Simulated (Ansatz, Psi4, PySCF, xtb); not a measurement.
Dimer: CH4 (SMILES C) (first 5 atoms) with CH6Si (SMILES C[SiH3]); geometry from B3LYP-D3(BJ)/def2-TZVP, rigid monomers moved along the line of their centres of mass till C1···Si7 is 3.53 Å.
(charge 0, multiplicity 1):
```xyz
13

C     -0.087     0.012     0.321
H     -0.334    -0.401    -0.656
H      0.572    -0.675     0.849
H      0.412     0.972     0.192
H     -1.002     0.151     0.896
C      0.570     1.141     3.584
Si    -0.233    -0.539     3.807
H      0.658     1.392     2.526
H      1.571     1.153     4.020
H     -0.019     1.920     4.071
H     -1.594    -0.553     3.219
H     -0.347    -0.874     5.248
H      0.570    -1.597     3.147
```

Interaction energies are E(AB) − E(A) − E(B) at the monomers' geometry in the complex; basis-set methods are counterpoise corrected.

Frozen-core correlation. Rows in 6-31G* carry no dispersion term and start afresh at each structure (6-31G* with six Cartesian d functions).

Programs: Ansatz (a program for electronic structure); Psi4 for SAPT; PySCF for 6-31G* rows, the dispersion terms; xtb for the GFN methods. Values without a source in brackets are computed.

```csv
level,interaction energy (meV)
GFN1-xTB,-30.9
GFN2-xTB,8.3
HF/6-31G*,125.7
PBE-D3(BJ)/def2-TZVPPD,-25.6
r2SCAN-D4/def2-TZVPPD,-6.4
PBE0-D4/def2-TZVPPD,-18.2
wB97X-V/def2-TZVPPD,-11.5
CCSD(T)/aug-cc-pV(D+d)Z,9.8
SAPT0/jun-cc-pV(D+d)Z,___
```

Q: Fill in the missing entries.

A: 
- SAPT0/jun-cc-pV(D+d)Z, interaction energy (meV): 28.7
